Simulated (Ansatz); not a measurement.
Computed with Ansatz on PBE0-D4/def2-TZVP structures; ΔE is electronic, products minus reactants. CCSD(T)/CBS adds triple-zeta CCSD(T) − MP2 to the extrapolated MP2 energy (def2 sets, frozen cores). DFT in def2-TZVPP. B3LYP here is the variant with VWN-RPA as its local correlation; programs differ in this. For Ge outer-core shells are correlated without core-valence functions, which leaves a few kJ/mol of doubt a bond. Scalar relativity is left out up to krypton. One conformer a species, not always the lowest.

Consider the ligand exchange at the Si–O bond: `N[SiH2]O[Si](N)(F)F` + `[OH][GeH3]` → `N[SiH2][O][GeH3]` + `N[Si](O)(F)F`.

`N[SiH2]O[Si](N)(F)F`:

```xyz
13

N    -0.494   -1.718    0.669
Si   -1.242   -0.904   -0.645
O    -0.601    0.583   -0.890
Si    0.569    1.590   -0.440
N     1.475    0.893    0.786
F     1.454    1.969   -1.698
F    -0.073    2.975   -0.017
H     0.104   -2.511    0.502
H    -0.957   -1.789    1.560
H    -1.018   -1.696   -1.876
H    -2.679   -0.705   -0.348
H     1.202   -0.006    1.150
H     2.258    1.317    1.248
```

`[OH][GeH3]`:

```xyz
6

O    -0.097   -1.196   -0.666
Ge    0.057    0.261    0.350
H    -0.263   -0.988   -1.588
H     0.314   -0.284    1.757
H    -1.246    1.082    0.292
H     1.234    1.124   -0.144
```

`N[SiH2][O][GeH3]`:

Z-matrix (Å, degrees):
```
Si
O 1 1.638
N 1 1.704 2 113.9
H 1 1.487 2 108.7 3 119.5
H 1 1.487 2 108.7 3 -119.5
Ge 2 1.772 1 135.0 3 -179.6
H 3 1.007 1 120.7 2 73.5
H 3 1.007 1 120.7 2 -73.6
H 6 1.538 2 108.8 1 -60.5
H 6 1.533 2 105.7 1 179.8
H 6 1.538 2 108.8 1 60.1
```

`N[Si](O)(F)F`:

Cartesian coordinates in Å:
```
N -0.089 -0.431 -1.114
Si 0.005 -0.130 0.542
O -0.072 1.450 0.886
F -1.146 -0.771 1.416
F 1.350 -0.803 1.037
H -0.844 -0.066 -1.669
H 0.284 -1.282 -1.500
H 0.513 2.033 0.401
```

Question: Is it downhill or uphill in electronic energy at CCSD(T)/CBS, and by how much? (Estimate.)

Answer: Ansatz gave: Uphill: ΔE = +5.1 kJ/mol.

Question: What do these levels give: PBE-D4, PBE0-D4, PBE0, B3LYP, HF/def2-TZVPP, CCSD/def2-TZVPP, CCSD(T)/def2-TZVPP, HF/def2-QZVPP, MP2/def2-QZVPP, HF/CBS(def2), MP2/CBS(def2), CCSD/CBS(def2)? (Estimate.)

Answer: Computed: PBE-D4 6.9, PBE0-D4 7.2, PBE0 3.8, B3LYP 3.7, HF/def2-TZVPP 1.8, CCSD/def2-TZVPP 3.2, CCSD(T)/def2-TZVPP 3.3, HF/def2-QZVPP 2.3, MP2/def2-QZVPP 4.2, HF/CBS(def2) 2.4, MP2/CBS(def2) 4.7, CCSD/CBS(def2) 5.0 kJ/mol.

Largest T1 diagnostic among the species: 0.012.

The D4 term adds +5.7 kJ/mol with B3LYP and +3.4 kJ/mol with PBE0; it sums over pairs of atoms, weighted by their polarisabilities, and B3LYP, whose exchange is more repulsive, gets the larger term.
